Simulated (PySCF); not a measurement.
Mapped SMILES: `[CH3:1][c:2]1[cH:3][p-:4][c:5]([CH3:6])[cH:7]1` (H(Xn): hydrogen on atom n).

Geometry: PBE0-D3(BJ)/def2-SVP; GIAO shifts from PySCF 2.14.0 with density-fitted response routines, gas phase, non-relativistic, averaged over equivalent atoms.

At PBE0/pcSseg-1 (166 basis functions, 22 s wall time on 1 thread of an Intel Xeon Platinum 8488C, shared host):
```
atoms  δ (ppm)
   C5    146.0
   C3    131.2
   C2    124.9
   C7    120.1
   C1     21.5
   C6     20.9
   P4     79.3
H(C7)     6.42
H(C3)     6.05
H(C6)     2.34
H(C1)     2.22
```

Referencing at the same level of theory: TMS for ¹³C (σ = 184.41 ppm), ¹H (σ = 31.27 ppm); H3PO4 for ³¹P (σ = 310.13 ppm).

Problem. What do these become at PBE/pcSseg-1?

Solution. 
```json
{"atoms": "C5", "δ at PBE/pcSseg-1": "141.6", "change": "-4.4"}
{"atoms": "C3", "δ at PBE/pcSseg-1": "127.1", "change": "-4.1"}
{"atoms": "C2", "δ at PBE/pcSseg-1": "123.0", "change": "-1.9"}
{"atoms": "C7", "δ at PBE/pcSseg-1": "117.8", "change": "-2.3"}
{"atoms": "C1", "δ at PBE/pcSseg-1": "22.0", "change": "+0.5"}
{"atoms": "C6", "δ at PBE/pcSseg-1": "21.6", "change": "+0.7"}
{"atoms": "P4", "δ at PBE/pcSseg-1": "77.2", "change": "-2.1"}
{"atoms": "H(C7)", "δ at PBE/pcSseg-1": "6.40", "change": "-0.02"}
{"atoms": "H(C3)", "δ at PBE/pcSseg-1": "5.90", "change": "-0.15"}
{"atoms": "H(C6)", "δ at PBE/pcSseg-1": "2.42", "change": "+0.08"}
{"atoms": "H(C1)", "δ at PBE/pcSseg-1": "2.30", "change": "+0.08"}
```

Referencing at the same level of theory: ¹³C (σ = 180.03 ppm) and ¹H (σ = 31.20 ppm) vs TMS; ³¹P (σ = 295.64 ppm) vs H3PO4.

The largest change is at C5 (substituted aromatic carbon). Cost: 166 basis functions, 28 s wall time on 1 thread of an Intel Xeon Platinum 8488C, shared host. The order of the carbon signals is the same at both levels.

Experimental scales use liquid or dissolved standards, which lie at an offset from isolated H3PO4.
